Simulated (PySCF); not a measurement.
**Computed spin Hamiltonian**

Compound: C5H10NS (doublet state).
Z-matrix (Å and degrees, GFN2-xTB geometry), rows numbered from 1:
```
N 
C   1  1.3987
C   2  1.5048  1  123.62
C   3  1.5446  2   88.11  1  -135.16
C   4  1.5138  3  115.93  2  -117.24
S   5  1.8288  4  112.37  3   -78.29
C   2  1.5039  1  123.43  3  -121.76
H   1  1.0108  2  113.50  3   174.89
H   1  1.0107  2  113.71  3   -54.97
H   3  1.0941  2  114.69  1   108.81
H   3  1.0936  2  115.58  1   -18.14
H   4  1.0910  3  112.69  2   115.34
H   5  1.0906  4  111.40  3    43.19
H   5  1.0904  4  110.89  3   164.98
H   6  1.3305  5   95.89  4    56.82
H   7  1.0931  2  115.06  1  -108.90
H   7  1.0935  2  115.69  1    18.53
```

The hyperfine couplings belong to this conformer and change with its torsions.

As a line formula: `N[C]1CC(CS)C1` [radical].

Level of theory: UKS B3LYP, pcH-1 on C H N S, non-relativistic, mean-field spin-orbit, GIAO in PySCF 2.14.0. The structure is a single GFN2-xTB conformer in the gas phase; no vibrational or solvent corrections. A GFN2-xTB geometry isn't a minimum of the functional, and hyperfine couplings can be far from their values at a DFT geometry. No stability test was run, so a lower SCF solution isn't excluded.

```
g1, g2, g3                      : 2.00207, 2.00283, 2.00324
g_iso                           : 2.00272
Form of g                       : rhombic: the two nearest values differ by 35 % of g3 − g1
⟨S²⟩                            : 0.7533 (exact 0.7500)
α and β electrons               : 32, 31
HOMO–LUMO gap, α and β orbitals : 4.61, 5.74 eV
Total energy                    : -649.44088 Eh
Basis functions                 : 285
```

Isotropic coupling and dipolar principal values T1 to T3, in G (MHz turned into gauss with g_iso; 10 G = 1 mT):

```tsv
atom	isotope	a_iso	of which spin–orbit	T1	T2	T3	Mulliken spin population
N1	14N	2.5	0.0	-3.7	-3.6	7.4	0.15
C2	13C	60.0	0.0	-25.0	-24.4	49.4	0.79
C3	13C	-2.3	0.0	-1.4	-0.5	1.9	-0.05
C4	13C	4.1	0.0	-0.7	-0.7	1.5	0.01
C5	13C	1.0	0.0	-0.3	-0.2	0.5	0.00
S6	33S	0.0	0.0	-0.1	-0.1	0.2	0.00
C7	13C	-2.6	0.0	-1.4	-0.5	1.8	-0.05
H8	1H	2.9	0.0	-4.2	-2.1	6.4	0.00
H9	1H	3.8	0.0	-4.2	-2.2	6.4	0.00
H10	1H	27.0	0.0	-2.1	-1.4	3.5	0.03
H11	1H	20.4	0.0	-1.6	-0.9	2.5	0.05
H12	1H	-1.2	0.0	-0.9	-0.7	1.6	0.00
H13	1H	0.1	0.0	-0.7	-0.6	1.3	0.00
H14	1H	0.2	0.0	-0.4	-0.3	0.8	0.00
H15	1H	0.1	0.0	-0.3	-0.3	0.6	0.00
H16	1H	27.4	0.0	-2.1	-1.4	3.5	0.03
H17	1H	21.0	0.0	-1.6	-0.9	2.4	0.05
```

Largest spin populations (Mulliken): C2 (+0.79) and N1 (+0.15). The angles at C2 add up to 340.5°, so it is pyramidal.

Axes: g2 points within 9° of the N1–C2 bond.

Under fast tumbling the dipolar parts average out, and these isotropic splittings remain: 2 × 1H (H10/H16, I = 1/2, 3 lines) with 2.72 mT, 2 × 1H (H11/H17, I = 1/2, 3 lines) with 2.07 mT, 2 × 1H (H8/H9, I = 1/2, 3 lines) with 0.33 mT, 1 × 14N (N1, I = 1, 3 lines) with 0.25 mT and 1 × 1H (H12, I = 1/2, 2 lines) with 0.12 mT.

Nuclei that the bonding pattern makes equivalent are averaged, as if the motion that swaps them (rotation, inversion, ring flip) were fast.

The 13C coupling of C2 (168.2 MHz) shows only in satellite lines or after enrichment, since that isotope makes up about 1.07 % of natural carbon.
